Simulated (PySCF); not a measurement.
**Ionisation energy along the 19-electron series**

Calculated with PySCF 2.14 and a two-component X2C-1e Hamiltonian (Gaussian nucleus, no Breit or QED terms), each ion in its own even-tempered basis scaled to its charge; GMP2 freezes [Ne] and drops the highest virtual spinors. Values in eV. NIST values: (m) measured, (s) semi-empirical, (t) theoretical.

| ion | configuration | GHF (spin-free) | GMP2 (spin-free) | GHF (screened spin-orbit) | GMP2 (screened spin-orbit) | NIST |
| --- | --- | --- | --- | --- | --- | --- |
| Pt⁵⁹⁺ | [Ar] 3d1 | 6050.7 | 6050.2 | 6109.9 | 6109.4 | 6106 ± 7 (t) |
| Au⁶⁰⁺ | [Ar] 3d1 | 6246.4 | 6245.9 | 6309.2 | 6308.8 | 6305 ± 10 (t) |
| Hg⁶¹⁺ | [Ar] 3d1 | 6445.3 | 6444.8 | 6512.0 | 6511.5 | 6508 ± 12 (t) |

Between Z = 78 and Z = 80 the GMP2 (screened spin-orbit) value grows as Z to the power 2.52.
